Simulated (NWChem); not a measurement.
Setting up GeHBrO (SMILES [OH][Ge][Br]) in NWChem

The species is GeHBrO (4 atoms), meant as a singlet with charge 0. SMILES: `[OH][Ge][Br]`. The coordinates come from a PBE0-D4/def2-TZVP relaxation.

```xyz
4

O    -0.8848    0.5693   -0.5163
Ge   -0.6742   -0.6286    0.7714
Br    1.6885   -0.8566    0.6753
H    -0.0740    0.8557   -0.9506
```

Settings wanted:

| Setting | Value |
| --- | --- |
| task | gradient |
| method | DFT |
| functional | B3LYP |
| basis set | 6-31G* |
| integral approximation | none |
| reference | RKS |
| integration grid | xfine |
| SCF convergence threshold | 1e-08 |
| iteration cap | 100 |
| symmetry | none |
| module | dft |
| d and f functions | spherical |

**Question.** Give an NWChem 7.3.0 job that does this.

**Answer.** One that was run (others would do as well):

brgeho.nw:
```
start brgeho
title "BrGeHO"
memory stack 880 mb heap 220 mb global 1100 mb
charge 0

geometry units angstroms noautosym nocenter noautoz
 O       -0.884800       0.569300      -0.516300
 Ge      -0.674200      -0.628600       0.771400
 Br       1.688500      -0.856600       0.675300
 H       -0.074000       0.855700      -0.950600
end

basis spherical bse
 * library 6-31G*
end

dft
 xc b3lyp
 grid xfine
 convergence energy 1e-08
 iterations 100
 mulliken
end

task dft gradient
```

```bash
$ nwchem brgeho.nw > brgeho.out
```

Calculated total energy: -4726.53079 Eh, largest force 0.629 eV/Å.
